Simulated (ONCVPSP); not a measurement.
**u(r) = r·R(r): atom against pseudo-atom (Ne (Z = 10))**

Columns: radius, all-electron u(r) and pseudo u(r) of the 2s shell (level -36.41 eV) of neon in the configuration [He] 2s2 2p6; PBE, scalar-relativistic, ONCV scheme, ONCVPSP 4.0.1.

```tsv
r (bohr)	all-electron	pseudo
0.038	-0.3697	0.0400
0.075	-0.4777	0.0828
0.113	-0.4367	0.1338
0.150	-0.3124	0.1921
0.188	-0.1436	0.2616
0.225	0.0354	0.3388
0.263	0.2171	0.4266
0.300	0.3823	0.5180
0.338	0.5348	0.6137
0.375	0.6640	0.7046
0.413	0.7763	0.7921
0.450	0.8665	0.8700
0.488	0.9399	0.9400
0.525	0.9948	0.9949
0.563	1.0360	1.0360
0.600	1.0629	1.0629
0.638	1.0786	1.0786
0.675	1.0843	1.0843
0.713	1.0816	1.0816
0.750	1.0720	1.0720
0.788	1.0564	1.0564
0.825	1.0366	1.0366
0.863	1.0124	1.0124
0.900	0.9859	0.9859
0.938	0.9565	0.9565
0.975	0.9262	0.9262
```

(1) How many radial nodes do the two functions have?

(2) At about which radius was the pseudo-wave matched?

(3) Where does each function peak?

(4) Is the pseudo-wave norm-conserving?

Results:

(1) The all-electron 2s function has n − l − 1 = 1; the pseudo-wave has 0, since the states of the same l below it are removed with the core.

(2) 0.50 bohr, where the columns begin to agree (steps of 0.04 bohr).

(3) Outermost all-electron maximum near 0.68 bohr, pseudo maximum near 0.68 bohr (to the table’s step).

(4) Yes: the ONCV scheme keeps the norm inside the radius equal to the all-electron one, which fixes the energy derivative of the logarithmic derivative at the level.
